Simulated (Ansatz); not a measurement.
Frontier orbitals of C$_{2}$H$_{5}$NSi (`N=C1C[SiH2]1`).

Cartesian coordinates in Å:
```
N -0.310 -0.237 -1.982
C -0.133 0.001 -0.761
C 0.205 -0.726 0.519
Si -0.059 1.131 0.685
H -0.186 -1.238 -2.177
H 1.214 -1.132 0.589
H -0.551 -1.412 0.897
H -1.301 1.615 1.326
H 1.120 1.998 0.905
```

Charge 0, multiplicity 1. Geometry: relaxed with PBE0-D4/def2-TZVP. It is one conformer, not always the lowest. Basis def2-TZVPP, Ansatz.

| functional | HOMO (eV) | LUMO (eV) | gap (eV) |
| --- | --- | --- | --- |
| PBE | -5.46 | -2.12 | 3.34 |
| B97M-V | -5.86 | -1.88 | 3.98 |
| PBE0 | -6.74 | -1.07 | 5.67 |
| B3LYP | -6.52 | -1.26 | 5.26 |
| LC-ωPBE | -9.36 | 1.33 | 10.69 |
| ωB97M-V | -8.94 | 1.15 | 10.09 |

A quarter of exact exchange (PBE0) shifts PBE's HOMO by −1.27 eV and its LUMO by +1.06 eV; full exchange at long range (ωB97M-V) shifts them by −3.47 and +3.27 eV. The gap opens from 3.34 to 10.08 eV, since occupied levels lose self-interaction and empty ones feel all the electrons. A positive LUMO is unbound and depends on the basis.

B3LYP here is the variant with VWN-RPA as its local correlation; programs differ in this. LC-ωPBE has ω = 0.4 bohr⁻¹.
